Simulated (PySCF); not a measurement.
PySCF 2.14 output of a UHF calculation on a single atom or ion in def2-SVP, with the non-relativistic Hamiltonian (point nucleus):

```
SCF conv_tol = 1e-09
number electrons alpha = 2  beta = 1
cycle= 1 E= -23.347138572913  delta_E= -7.11e-15  |g|= 1.37e-08  |ddm|= 1.75e-07
converged SCF energy = -23.347138572913  <S^2> = 0.75000157  2S+1 = 2.0000016
```

The run itself started from symmetry-adapted Hartree-Fock orbitals and held the occupation by maximum overlap, so the iterations belong to that start.

Task: Which element, charge and spin multiplicity is this?

Result: B²⁺ (boron, charge +2), multiplicity 2; the state was [He] 2s1, 2S determinant.
